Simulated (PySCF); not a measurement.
# Correlation energy of Xe⁺ (xenon, charge +1)

[Kr] 4d10 5s2 5p5, 2P determinant. All numbers are calculated (PySCF 2.14, scalar relativity by spin-free X2C-1e, in ANO-RCC-VTZP (7s6p4d2f1g, 68 functions)). Frozen: [Kr] 4d10; 7 electrons correlated.

| level | correlation energy (mhartree) |
| --- | --- |
| CCSD | -140.10 |
| (T) | -3.97 |
| CCSD(T) | -144.07 |

Diagnostics: T1 = 0.0060, D1 = 0.0189, largest double amplitude 0.050.

Is a single reference adequate?

Yes, within this model without spin-orbit coupling: T1 lies below 0.03 and no double amplitude reaches 0.07.
